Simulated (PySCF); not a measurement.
# `C=C(F)OCC(C)=O`, C5H7FO2

Cartesian coordinates in Å; atom numbers follow the order of the lines, from 1:
```xyz
15

C     2.772    0.468   -0.557
C     1.798    0.197    0.293
F     2.046    0.083    1.615
O     0.514    0.017   -0.048
C    -0.420   -0.269    0.978
C    -1.837   -0.329    0.418
C    -1.958   -0.050   -1.047
O    -2.763   -0.585    1.140
H     2.565    0.555   -1.604
H     3.775    0.602   -0.208
H    -0.194   -1.232    1.456
H    -0.394    0.499    1.762
H    -1.519    0.920   -1.269
H    -3.000   -0.074   -1.350
H    -1.388   -0.795   -1.599
```

Method: PySCF, GIAO KT3/pcSseg-1 magnetisability, rotational g tensor and spin-rotation constants, non-relativistic, gas phase. Geometry: GFN2-xTB.

**Question.** Give the nuclear spin-rotation constants along the inertial axes (H = +C I·J) beside the isotropic shieldings.

**Answer.** Rotational constants 4.8974, 1.0713, 0.8893 GHz. A star marks the isotopologue with that one atom substituted, in its own axes.
| atom | isotope | Caa (kHz) | Cbb (kHz) | Ccc (kHz) | mean (kHz) | σ (ppm) |
| --- | --- | --- | --- | --- | --- | --- |
| F3 | 19F | 7.939 | 1.152 | 1.027 | 3.373 | 248.4 |
| H9 | 1H | -0.505 | 0.068 | -0.108 | -0.182 | 28.3 |
| H10 | 1H | 0.282 | -0.104 | -0.108 | 0.024 | 28.2 |
| H11 | 1H | -0.457 | -0.059 | -0.001 | -0.172 | 27.3 |
| H12 | 1H | -0.447 | -0.052 | -0.007 | -0.169 | 27.3 |
| H13 | 1H | -0.401 | -0.079 | -0.021 | -0.167 | 29.2 |
| H14 | 1H | 0.121 | -0.099 | -0.108 | -0.029 | 29.9 |
| H15 | 1H | -0.472 | -0.073 | -0.015 | -0.187 | 29.3 |
| C1 | 13C* | 1.151 | 0.263 | 0.116 | 0.510 | 128.0 |
| C2 | 13C* | 1.894 | 0.443 | 0.252 | 0.863 | 23.3 |
| O4 | 17O* | -0.602 | -0.193 | -0.143 | -0.313 | 208.8 |
| C5 | 13C* | 1.050 | 0.245 | 0.208 | 0.501 | 113.4 |
| C6 | 13C* | 2.537 | 0.513 | 0.212 | 1.087 | -9.2 |
| C7 | 13C* | 0.870 | 0.151 | 0.147 | 0.389 | 155.6 |
| O8 | 17O* | -4.291 | -0.752 | -0.037 | -1.693 | -264.2 |

For the geometry as given, no vibrational averaging.

**Question.** How do the rotational constants and the g tensor change when H9, H10, H11, H12, H13, H14, H15 are replaced by deuterium?

**Answer.** Constants 4.0866, 0.9911, 0.8143 GHz; g -0.0534, -0.0146, -0.0081, against -0.0637, -0.0158, -0.0088 before.
